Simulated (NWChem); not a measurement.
# H4Al2F2 in NWChem

```xyz
8

Al     0.0000     0.0000    -1.4249
Al     0.0000     0.0000     1.4249
F     -1.1815     0.0000     0.0000
H      0.0000     1.4146    -2.1119
H      0.0000    -1.4146    -2.1119
F      1.1815     0.0000     0.0000
H      0.0000     1.4146     2.1119
H      0.0000    -1.4146     2.1119
```
Charge 0, spin multiplicity 1.

All runs are NWChem calculations. All single points use one geometry, from B3LYP/def2-SVP, a minimum by its harmonic frequencies.

Symmetry labels belong to the abelian group D2h used in the runs, with the axes of the coordinates shown.

B3LYP has NWChem's definition, with VWN1-RPA local correlation. The Pople sets run with spherical d functions. The structure started from a generated list of species.

Task: List the lowest 3 singlet excitations that TD-B3LYP/6-31+G* (spherical d), VWN1-RPA local correlation gives, with oscillator strengths.

Result: 
```csv
state,symmetry,energy (eV),wavelength (nm),f
1,b1g,6.45,192,0.000
2,au,6.60,188,0.000
3,b2u,7.41,167,0.029
```
